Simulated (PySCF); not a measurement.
Y(OH) (HOY), SMILES [OH][Y].

Coordinates come from a PBE0-D3(BJ)/def2-TZVPD optimisation. The spin state was assumed, not searched. The def2 effective core potentials stand for the cores of Y; spin–orbit coupling is left out.

The numbers are results of TDA-ωB97X/def2-TZVPD in PySCF, not measurements.

Vertical excitations; the highest root listed may be one member of a degenerate set. The molecule is in vacuum. State labels are in the subgroup C2v.

Computed lowest excited states:
```tsv
state	symmetry	energy (eV)	λ (nm)	f	main pairs
S1	A1	1.76	705	0.000	HOMO→LUMO+4 (degenerate set)
S2	A2	1.76	705	0.000	HOMO→LUMO+3 (degenerate set)
S3	B1	2.29	542	0.108	HOMO→LUMO+6, HOMO→LUMO (degenerate set)
S4	B2	2.29	542	0.108	HOMO→LUMO+7, HOMO→LUMO+1 (degenerate set)
S5	A1	2.56	483	0.269	HOMO→LUMO+2 85 %
S6	B1	3.73	332	0.712	HOMO→LUMO, HOMO→LUMO+6 (degenerate set)
S7	B2	3.73	332	0.712	HOMO→LUMO+1, HOMO→LUMO+7 (degenerate set)
S8	A1	4.32	287	0.161	HOMO→LUMO+5 73 %, HOMO→LUMO+2 12 %
S9	A1	5.24	237	0.070	HOMO→LUMO+8 74 %, HOMO→LUMO+5 15 %
S10	A1	6.32	196	0.001	HOMO→LUMO+9 82 %, HOMO→LUMO+8 13 %
T1	A1	1.05	1183	0	HOMO→LUMO+4 (degenerate set)
T2	A2	1.05	1182	0	HOMO→LUMO+3 (degenerate set)
T3	B2	1.48	840	0	HOMO→LUMO+1, HOMO→LUMO+7 (degenerate set)
T4	B1	1.48	840	0	HOMO→LUMO, HOMO→LUMO+6 (degenerate set)
```
Triplets are in the Tamm–Dancoff approximation.
